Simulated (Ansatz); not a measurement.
These are frozen-core CCSD(T)/cc-pVTZ // B3LYP-D3(BJ)/def2-TZVP run with Ansatz (a first-principles code) values and carry that method's errors.

Ansatz 0.2 input:
```yaml
crystal:
  periodic: [false, false, false]
  atoms:
    - { symbol: Br, position_ang: [-1.605688, -0.746488, -0.023952] }
    - { symbol: C, position_ang: [-0.003452, 0.190629, 0.159182] }
    - { symbol: Br, position_ang: [1.634318, -0.681195, -0.031919] }
    - { symbol: H, position_ang: [-0.025177, 1.237055, -0.103312] }
basis:
  gaussian: { orbitals: cc-pVTZ }
correlation:
  method: ccsd_t
magnetization:
  spin_polarized: true
  initial_magnetization: 1
```

Output:

```
Functional definition: HF
816 factors; integrals over basis functions are off by at most 1.3e-3 eV
mean field evaluation 1: about -141044.5351 eV, gradient 1.0e1 eV
mean field evaluation 2: about -141044.5388 eV, gradient 1.0e1 eV
mean field evaluation 4: about -141045.5879 eV, gradient 2.7e0 eV
mean field evaluation 8: about -141045.7077 eV, gradient 2.9e-1 eV
mean field evaluation 16: about -141045.3862 eV, gradient 5.1e0 eV
mean field -141045.71095741 eV, -5183.3342734683 hartree, gradient 2.8e-6 eV, S^2 0.773377; 0 other end points of the search recorded, 0 dependent functions left out
19 core orbitals not correlated
reference -141045.71095741 eV, -5183.3342734683 hartree; 20, 19 occupied and 91, 92 virtual orbitals, 816 factors
second order -16.06962307 eV of doubles, -0.00000000 eV of singles
cycle   1  -16.29187634 eV  change   -2.2e-1 eV  update   9.2e-2
cycle   2  -16.71602008 eV  change   -4.2e-1 eV  update   2.8e-2
cycle   3  -16.80631051 eV  change   -9.0e-2 eV  update   1.9e-2
cycle   4  -16.79860797 eV  change    7.7e-3 eV  update   8.2e-3
cycle   5  -16.80150083 eV  change   -2.9e-3 eV  update   3.8e-3
cycle   6  -16.80189781 eV  change   -4.0e-4 eV  update   1.1e-3
cycle   7  -16.80184399 eV  change    5.4e-5 eV  update   3.4e-4
cycle   8  -16.80189335 eV  change   -4.9e-5 eV  update   1.6e-4
cycle   9  -16.80185687 eV  change    3.6e-5 eV  update   5.7e-5
cycle  10  -16.80181274 eV  change    4.4e-5 eV  update   2.3e-5
perturbative correction -0.70483032 eV, -0.0259020364 hartree
Total energy: -141063.21760047 eV, -5183.9776307341 hartree
```

Cost: very roughly 2.8 core-minutes.
